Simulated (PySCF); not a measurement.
Solvent effects on NMR parameters

Bonds (- single, = double, # triple, : aromatic): C1#C2, C2-C3, C3-C4, C3-C5, C5-F6, C5=C7, C7-F8, C7-F9. C1 carries H10; C3 carries H11; C4 carries H12, H13, H14. Stereochemistry as in C#C[C@H](C)C(F)=C(F)F.

GIAO PBE0/pcSseg-1 in PySCF on one PBE0-D3(BJ)/def2-SVP conformer, non-relativistic, equivalent nuclei averaged. Solvents enter as an IEF-PCM continuum (chloroform with ε = 4.7, acetone with ε = 20.5) around the gas-phase geometry. Shifts are referred to TMS, CFCl3 computed in the same medium.

In chloroform, δ in ppm: C7 162.9, C5 139.4, C2 86.7, C1 78.3, C3 29.2, C4 22.3, F9 -100.8, F8 -118.6, F6 -175.3, H11 3.37, H10 2.46, H12/H13/H14 1.47. Dipole moment 1.88 D.

**Question.** How does each δ change in the more polar medium?

**Answer.** 
```
      atoms                           environment  Δδ, acetone
         C7       fully substituted alkene carbon         +0.3
         C5       fully substituted alkene carbon         +0.5
         C2                         alkyne carbon         +0.8
         C1                terminal alkyne carbon         +0.3
         C3                        allylic sp3 CH         +0.1
         C4                         methyl carbon         +0.1
         F9                      vinylic fluorine         -0.1
         F8                      vinylic fluorine         -0.2
         F6                      vinylic fluorine         +0.3
        H11         hydrogen on an allylic sp3 CH        +0.07
        H10  hydrogen on a terminal alkyne carbon        +0.10
H12/H13/H14           hydrogen on a methyl carbon        +0.02
```

Changes are relative to chloroform. The dipole moment becomes 1.95 D in acetone.

**Question.** Which nuclei move most (in ppm), and what does the model miss?

**Answer.** C2 (alkyne carbon, +0.8 ppm) in acetone. A continuum only polarises the solute; specific hydrogen bonds, the anisotropy of aromatic solvents and changes of geometry or conformer are outside it.
